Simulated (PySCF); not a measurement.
Compound: C3H5F3Si.
Structure used (PBE0-D3(BJ)/def2-SVP), in Å, numbered top down from 1:
```xyz
12
C3H5F3Si angstrom
C     -2.005   -0.403   -0.139
C     -0.829   -0.581    0.465
C      0.211    0.481    0.655
Si     1.615    0.250   -0.518
F      2.247   -1.218   -0.383
F      1.166    0.434   -2.045
F      2.794    1.303   -0.250
H     -2.309    0.574   -0.527
H     -2.706   -1.231   -0.266
H     -0.564   -1.581    0.828
H     -0.204    1.489    0.493
H      0.629    0.458    1.676
```

Theory: PySCF 2.14.0, PBE0-D3(BJ)/def2-SVP geometry optimisation, gas phase.

Masses are those of the commonest isotopes; rigid-rotor values at the optimised geometry. The values belong to one conformer with, in the numbering `[CH2:1]=[CH:2][CH2:3][Si:4]([F:5])([F:6])[F:7]`, C1–C2–C3–Si4 -105°.

**Question.** Give the principal moments of inertia and the rotational constants in MHz.

**Answer.** Ia = 143.11, Ib = 375.02, Ic = 380.52 u·Å²; 505379 MHz·u·Å²/I gives A = 3531, B = 1348, C = 1328 MHz.

**Question.** Classify the top.

**Answer.** A near-prolate asymmetric top; Ray's κ = -0.982.

**Question.** What does the inertial defect say?

**Answer.** Not planar: Δ = Ic − Ia − Ib = -137.62 u·Å². For a rigid frame Δ = −2 Σ m c², so Σ m c² = 68.81 u·Å² lies off the ab plane: 6.56 from hydrogen and 62.25 from heavier atoms. The atom farthest from that plane is 1.76 Å away.

**Question.** Give the other two planar moments, Paa and Pbb, and the rms extents of the mass along the axes.

**Answer.** Paa = Σ m a² = (Ib + Ic − Ia)/2 = 306.21 and Pbb = Σ m b² = (Ia + Ic − Ib)/2 = 74.31 u·Å². With the mass M = 126.01 u, the rms extents √(P/M) along a, b and c are 1.56, 0.77, 0.74 Å.

**Question.** Where do the levels up to J = 5 lie, in MHz?

**Answer.** Above 0(0,0):
J = 1: 1(0,1) 2676, 1(1,1) 4859, 1(1,0) 4879
J = 2: 2(0,2) 8027, 2(1,2) 10191, 2(1,1) 10250, 2(2,1) 16801, 2(2,0) 16801
J = 3: 3(0,3) 16054, 3(1,3) 18189, 3(1,2) 18306, 3(2,2) 24828, 3(2,1) 24829, 3(3,1) 35795, 3(3,0) 35795
J = 4: 4(0,4) 26756, 4(1,4) 28853, 4(1,3) 29048, 4(2,3) 35531, 4(2,2) 35533, 4(3,2) 46499, 4(3,1) 46499, 4(4,1) 61853, 4(4,0) 61853
J = 5: 5(0,5) 40132, 5(1,5) 42183, 5(1,4) 42475, 5(2,4) 48910, 5(2,3) 48914, 5(3,3) 59878, 5(3,2) 59878, 5(4,2) 75232, 5(4,1) 75232, 5(5,1) 94972, 5(5,0) 94972

**Question.** Which types of transition are allowed, and where do some lines up to J = 2 fall?

**Answer.** The dipole components are |μa| = 1.97 D, |μb| = 0.64 D, |μc| = 1.20 D. Intensities carry the squares of the components, which stand as 1.00 : 0.11 : 0.37 (a : b : c). Some of the stronger lines:

| type | branch | J(Ka,Kc) | MHz | lower level (cm⁻¹) |
| --- | --- | --- | --- | --- |
| c | Q | 2(1,2) ← 2(0,2) | 2164 | 0.268 |
| c | Q | 1(1,1) ← 1(0,1) | 2184 | 0.089 |
| b | Q | 1(1,0) ← 1(0,1) | 2203 | 0.089 |
| b | Q | 2(1,1) ← 2(0,2) | 2223 | 0.268 |
| a | R | 1(0,1) ← 0(0,0) | 2676 | 0.000 |
| b | R | 2(0,2) ← 1(1,1) | 3168 | 0.162 |
| b | R | 1(1,1) ← 0(0,0) | 4859 | 0.000 |
| c | R | 1(1,0) ← 0(0,0) | 4879 | 0.000 |
| a | R | 2(1,2) ← 1(1,1) | 5332 | 0.162 |
| a | R | 2(0,2) ← 1(0,1) | 5351 | 0.089 |
| a | R | 2(1,1) ← 1(1,0) | 5371 | 0.163 |
| c | Q | 2(2,1) ← 2(1,1) | 6551 | 0.342 |
| b | Q | 2(2,0) ← 2(1,1) | 6551 | 0.342 |
| b | Q | 2(2,1) ← 2(1,2) | 6609 | 0.340 |
| b | R | 2(1,2) ← 1(0,1) | 7516 | 0.089 |
| c | R | 2(1,1) ← 1(0,1) | 7574 | 0.089 |
| b | R | 2(2,1) ← 1(1,0) | 11922 | 0.163 |
| c | R | 2(2,0) ← 1(1,0) | 11922 | 0.163 |
| c | R | 2(2,1) ← 1(1,1) | 11942 | 0.162 |
| b | R | 2(2,0) ← 1(1,1) | 11942 | 0.162 |

**Question.** Estimate the classical rotational partition function at 25 K, 50 K and 298.15 K.

**Answer.** Point group C1, symmetry number σ = 1; q = (√π/σ)·√((kT/h)³/(ABC)), k/h = 20836.6 MHz/K: 8380 at 25 K, 23700 at 50 K, 345000 at 298.15 K.

PBE0-D3(BJ)/def2-SVP frequencies: not computed here. Constants of a rigid frame at the computed geometry: no zero-point averaging, no centrifugal distortion.
